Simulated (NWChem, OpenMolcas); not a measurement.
**How basis sets differ on SiClOF2 (SMILES [O][Si](F)(F)Cl)**

SiClOF2: 5 atoms, total charge 0, spin state doublet. SMILES: `[O][Si](F)(F)Cl`. The shape is that of a PBE0-D4/def2-TZVP optimisation.

```xyz
5

O    -0.1731    0.0487    1.6224
Si    0.0710   -0.0922    0.0056
F    -0.3746   -1.4933   -0.5427
F     1.5817    0.0744   -0.3839
Cl   -1.0551    1.3887   -0.7428
```

Quantity: the dipole moment, in D. The values are calculated.

```tsv
level	kind	program	value (D)
ROHF/ANO-R0 (sfX2C)	Hartree–Fock	OpenMolcas	1.22
ROHF/ANO-RCC-MB (DKH2)	Hartree–Fock	OpenMolcas	0.35
ROHF/ANO-S-MB	Hartree–Fock	OpenMolcas	0.34
UHF/STO-3G	Hartree–Fock	NWChem	1.70
UHF/3-21G	Hartree–Fock	NWChem	0.50
UHF/def2-SVP	Hartree–Fock	NWChem	0.34
```

The values span 0.34 to 1.70 D. Magnitudes only. Sets without polarisation functions give poor dipoles.
